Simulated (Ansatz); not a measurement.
`CSBCl`. Charge 0, multiplicity 1.

Cartesian coordinates in Å:
```
C 1.0192 0.2537 0.7739
S 0.5630 0.0897 -0.9695
B -1.1600 -0.2895 -0.9014
Cl -2.0323 -0.5367 -2.3971
H 0.1502 0.0842 1.4068
H 1.7923 -0.4772 1.0076
H 1.4086 1.2565 0.9449
H -1.7410 -0.3807 0.1348
```

Question: Give the diagnostics of a CCSD(T)/def2-TZVPP run (frozen core, Ansatz). (Best estimate.)

Answer: Ansatz gave: T1 = 0.0126, largest single amplitude 0.030, largest double 0.041, (T) share of the correlation energy 4.3 %, 10 CCSD cycles. The RHF solution is stable towards an unrestricted one. T1 lies under the customary mark of 0.02 for closed shells.
